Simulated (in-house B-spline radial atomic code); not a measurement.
Correlation energy from the adiabatic connection: −Z/r, Z = 0.917, wall at 0.997 bohr

Two electrons in a singlet, external potential −Z/r, Z = 0.917, wall at 0.997 bohr (atomic units). Full CI in B-splines (partial waves to l = 8, correlation up to 0.6 % small) with the density held fixed gives W(λ) = <V_ee>_λ − U, and E_c is the integral of W(λ) − W(0) from 0 to 1.

```csv
λ,W(λ) − W(0) (hartree)
0,0.00000
0.02,-0.00209
0.05,-0.00520
0.12,-0.01237
0.25,-0.02532
0.4,-0.03973
0.6,-0.05807
0.8,-0.07549
1,-0.09203
```

Integrate the table by the trapezoid rule.

The strips give -0.00002, -0.00011, -0.00061, -0.00245, -0.00488, -0.00978, -0.01336, -0.01675, which sum to -0.04796 hartree. The direct value, W(1) − W(0) + T_c with T_c = 0.04401, is -0.04802; the curve is convex, so chords lie above it and the trapezoids fall short in size by 0.12 %.

Now use only three numbers: W(0) = -1.8639, the initial slope W'(0) = -0.1047 (extrapolated from the first points) and the strong-coupling limit of the point-charge-plus-continuum model, W∞ = -1.9725. What do second-order theory and the interpolation W(λ) = W∞ + (W(0) − W∞)/√(1 + 2χλ) of Seidl, Perdew and Levy give?

Second order keeps the slope alone: E_c = W'(0)/2 = -0.05235, +9 % in size against -0.04802. Matching the slope fixes χ = W'(0)/(W∞ − W(0)) = -0.1047/(-0.10860) = 0.96409. Integrating, with s = √(1 + 2χ) = 1.711192, E_c = −(W(0) − W∞)(s − 1)/(s + 1) = −0.10860 × 0.711192/2.711192 = -0.02849 hartree, -40.7 % in size against the full result. At λ = 1 the formula gives W − W(0) = -0.04514 against -0.09203. Part of the miss can come from the model's W∞, which here lies above the computed W at λ = 10, -2.28433.
